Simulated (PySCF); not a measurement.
# Removing an electron from `[SiH3][Si@@H]([GeH3])c1cccs1`

Compound: C4H10GeSSi2.
Z-matrix (Å and degrees, PBE0-D3(BJ)/def2-SVP geometry), rows numbered from 1:
```
Si
Si  1  2.3454
Ge  2  2.3811  1  110.36
C   2  1.8721  1  109.11  3   119.62
C   4  1.3806  2  128.45  1  -114.56
C   5  1.4212  4  113.61  2   178.11
C   6  1.3710  5  112.26  4    -0.16
S   7  1.7136  6  111.49  5    -0.03
H   1  1.4960  2  110.39  3  -179.60
H   1  1.4954  2  109.22  3   -59.98
H   1  1.4965  2  110.77  3    59.84
H   2  1.4983  1  108.97  3  -119.81
H   3  1.5404  2  111.26  1  -179.44
H   3  1.5397  2  109.93  1   -58.88
H   3  1.5411  2  110.11  1    60.41
H   5  1.0922  4  123.01  2    -1.90
H   6  1.0909  5  124.24  4   179.74
H   7  1.0897  6  128.08  5   179.70
```

Level: B3LYP/def2-SVPD (PySCF). Frontier orbitals with their largest atomic shares (Löwdin; up to four atoms above 4 %):

```json
{"orbital": "HOMO−3", "ε (eV)": "-8.50", "main atoms": "Si2 26 %, Si1 16 %, Ge3 12 %, C4 10 %"}
{"orbital": "HOMO−2", "ε (eV)": "-7.80", "main atoms": "Si2 27 %, Ge3 25 %, Si1 13 %, C4 6 %"}
{"orbital": "HOMO−1", "ε (eV)": "-7.23", "main atoms": "S8 42 %, C5 20 %, C6 17 %, C4 9 %"}
{"orbital": "HOMO", "ε (eV)": "-6.73", "main atoms": "?"}
{"orbital": "LUMO", "ε (eV)": "-1.15", "main atoms": "C7 20 %, C4 19 %, S8 19 %, C5 14 %"}
{"orbital": "LUMO+1", "ε (eV)": "-0.49", "main atoms": "Ge3 24 %, Si2 18 %, Si1 16 %, H13 12 %"}
{"orbital": "LUMO+2", "ε (eV)": "-0.12", "main atoms": "Si2 21 %, Ge3 16 %, Si1 13 %, H14 9 %"}
```

Problem. What vertical ionisation energy does ΔSCF give, and how far is −ε(HOMO) from it?

Solution. ΔSCF: 8.46 eV (817 kJ/mol; threshold wavelength 146 nm); ⟨S²⟩ of the doublet left behind is 0.759, against 0.75 for a pure doublet. −ε(HOMO) is 6.73 eV, 1.73 eV below it. For the exact functional −ε(HOMO) would equal the first vertical ionisation energy; B3LYP (global hybrid, 20 % exact exchange) falls short of its own ΔSCF value by 20 %.

Problem. On which atoms does the HOMO lie?

Solution. C4 (substituted aromatic carbon) 24 %, C7 (aromatic CH next to a ring sulfur) 24 %, C6 (aromatic CH carbon) 13 %, C5 (aromatic CH carbon) 12 %, so no atom holds as much as 40 %. The HOMO−1 lies 0.50 eV lower.

Problem. Shift the occupied levels rigidly so that −ε(HOMO) equals the ΔSCF value. What binding energies result?

Solution. The shift is +1.73 eV: HOMO 8.46, HOMO−1 8.96, HOMO−2 9.53, HOMO−3 10.23 eV. A rigid shift is only a rough guide to the deeper ionisations.

Problem. With α = 159.8 au, estimate the like-pair dispersion coefficient by London's formula C6 = (3/4)α²I.

Solution. I = 0.3111 Eh, so C6 ≈ 5950 au, a rough estimate.

Problem. What kinetic energy would electrons from this vertical process carry with Lyman-α light (10.199 eV)?

Solution. 10.20 − 8.46 = 1.74 eV.

Problem. How many of the 10 lowest singlet excitations (vertical TDDFT, same level) lie below the ionisation energy?

Solution. All 10; they run from 5.17 to 6.33 eV.

The structure is a single PBE0-D3(BJ)/def2-SVP conformer in the gas phase; no vibrational or solvent corrections. The calculation is non-relativistic, for germanium too.
